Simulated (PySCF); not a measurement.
Simulated Cl 2p region for (NaCl)3 ring, Na3Cl3, binding energy against the vacuum level.

Every computed line was given a Gaussian of 0.8 eV full width at half maximum and an area set by the number of equivalent atoms (split 2:1 within a doublet); the highest printed point is 100. Method used: delta-SCF UKS SCAN, pcX-2 on the ionised atom, pcseg-1 elsewhere, spin-free X2C (PySCF).

(binding energy (eV), intensity): (203.0, 0), (203.1, 1), (203.2, 3), (203.3, 6), (203.4, 12), (203.5, 20), (203.6, 33), (203.7, 49), (203.8, 67), (203.9, 83), (204.0, 95), (204.1, 100), (204.2, 96), (204.3, 85), (204.4, 69), (204.5, 51), (204.6, 35), (204.7, 22), (204.8, 13), (204.9, 9), (205.0, 7), (205.1, 9), (205.2, 13), (205.3, 20), (205.4, 29), (205.5, 37), (205.6, 45), (205.7, 49), (205.8, 50), (205.9, 46), (206.0, 39), (206.1, 30), (206.2, 22), (206.3, 14), (206.4, 8), (206.5, 5), (206.6, 2), (206.7, 1), (206.8, 0), (206.9, 0)

Task: Count the maxima, the lines and the sites behind this envelope.

Result: The curve has 2 maxima (at 204.1 and 205.8 eV). Under it lie 2 lines from 1 inequivalent chlorine site, drawn as a 2p3/2, 2p1/2 pair.

Task: Decompose the envelope and assign each component. Bonds: Na1–Cl2, Na1–Cl6, Cl2–Na3, Na3–Cl4, Cl4–Na5, Na5–Cl6.

Result: 
```csv
position (eV),relative area,line,atoms,environment
204.11,2.00,Cl 2p3/2,Cl2/Cl4/Cl6,chlorine bonded to 2 Na
205.76,1.00,Cl 2p1/2,Cl2/Cl4/Cl6,chlorine bonded to 2 Na
```

Shake-up satellites, vibrational structure and lifetime widths aren't simulated. One atom of each set of topologically equivalent atoms was ionised and stands for the set; in this conformer not all members are related by symmetry, and their own values weren't computed. Spin–orbit and ligand-field terms were added within each 2p shell after the spin-free SCF. 2p1/2 minus 2p3/2 (ligand field included): Cl 1.65 eV. One conformer (not necessarily the lowest) at the PBE0-D3(BJ)/def2-SVP geometry, without solvent, vibrations or thermal averaging.
